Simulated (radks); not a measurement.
Results of a calculation; reference values are marked as such.
Species: Mo. Configuration: [Kr] 4d5 5s1.

Level of theory: scalar-relativistic Kohn-Sham, SCAN, spin-unpolarised, spherical densities, finite nucleus; meta-GGA in the generalised Kohn-Sham scheme; Fermi nuclear charge, rms radius 4.4091 fm (a radial shooting solver on a logarithmic mesh with Libxc functionals).

Energy parts (hartree):
part                       energy
total                 -4049.44963
kinetic                4175.36633
electron-nucleus      -9758.42470
Hartree                1657.82833
exchange-correlation   -124.21959

Orbitals (lengths in bohr, moments of r in powers of bohr):
1s: occ. 2; eigenvalue (hartree) -730.0597; <r^2> 0.001669; <1/r> 43.54
2s: occ. 2; eigenvalue (hartree) -103.6046; <r^2> 0.02782; <1/r> 9.821
2p: occ. 6; eigenvalue (hartree) -92.50550; <r^2> 0.02193; <1/r> 9.532
3s: occ. 2; eigenvalue (hartree) -17.84340; <r^2> 0.2096; <1/r> 3.376
3p: occ. 6; eigenvalue (hartree) -14.16826; <r^2> 0.2151; <1/r> 3.206
3d: occ. 10; eigenvalue (hartree) -8.22133; <r^2> 0.2074; <1/r> 2.968
4s: occ. 2; eigenvalue (hartree) -2.44094; <r^2> 1.399; <1/r> 1.222
4p: occ. 6; eigenvalue (hartree) -1.46114; <r^2> 1.763; <1/r> 1.082
4d: occ. 5; eigenvalue (hartree) -0.13719; <r^2> 5.061; <1/r> 0.6941
5s: occ. 1; eigenvalue (hartree) -0.15079; <r^2> 14.77; <1/r> 0.3556

The highest occupied level is 4d at -3.733 eV. The electron density at the nucleus is 9.262e+04 e/bohr^3 (large components only).

Empty levels of this run are not shown, since the potential may be unsettled where no density lies.
